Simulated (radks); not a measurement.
Results of a calculation; reference values are marked as such.
Task: Nd4+, 56 electrons, occupied as [Xe] 4f2. Code: a radial shooting solver on a logarithmic mesh with Libxc functionals. Model: scalar-relativistic Kohn-Sham, PBEsol, spin-polarised, spherical densities, point nucleus; open shells are filled with parallel spins first (spin-orbit coupling, left out, can overturn this in heavy ions). Some entries of the table are withheld. Estimate them.

| orbital | occ. | eigenvalue (eV) | <r^2> (bohr^2) | r(max) (bohr) |
|---|---|---|---|---|
| 1s down | 1 | -43434.97 | 0.0007603 | 0.01510 |
| 1s up | 1 | -43434.97 | 0.0007603 | 0.01510 |
| 2s up | 1 | -7069.222 | 0.01204 | 0.08553 |
| 2s down | 1 | -7069.209 | 0.01204 | 0.08553 |
| 2p up | 3 | -6325.437 | 0.009630 | 0.06894 |
| 2p down | 3 | -6325.428 | 0.009629 | 0.06894 |
| 3s up | 1 | -1576.206 | 0.08115 | 0.2439 |
| 3s down | 1 | -1575.512 | 0.08110 | 0.2439 |
| 3p up | 3 | -1341.693 | 0.08119 | 0.2389 |
| 3p down | 3 | -1341.004 | 0.08113 | 0.2388 |
| 3d up | 5 | -1016.053 | 0.06890 | 0.1961 |
| 3d down | 5 | -1015.516 | 0.06883 | 0.1961 |
| 4s up | 1 | -355.4407 | 0.4128 | 0.5643 |
| 4s down | 1 | -353.6763 | 0.4127 | 0.5642 |
| 4p up | 3 | -278.2229 | 0.4646 | 0.5885 |
| 4p down | 3 | -276.4595 | 0.4646 | 0.5884 |
| 4d up | 5 | (1) | 0.5635 | 0.6154 |
| 4d down | 5 | (2) | 0.5642 | 0.6152 |
| 5s up | 1 | -83.5195 | 2.173 | 1.280 |
| 5s down | 1 | -82.5869 | 2.195 | 1.285 |
| 5p up | 3 | -62.9229 | 2.776 | (3) |
| 5p down | 3 | -62.2168 | 2.810 | (4) |
| 4f up | 2 | -50.5481 | 1.000 | 0.6360 |
| 4f down | 0 | -48.9488 | 1.025 | 0.6367 |

Result: 
(1) 4d up eigenvalue (eV): -168.3435
(2) 4d down eigenvalue (eV): -166.5912
(3) 5p up r(max) (bohr): 1.424
(4) 5p down r(max) (bohr): 1.431
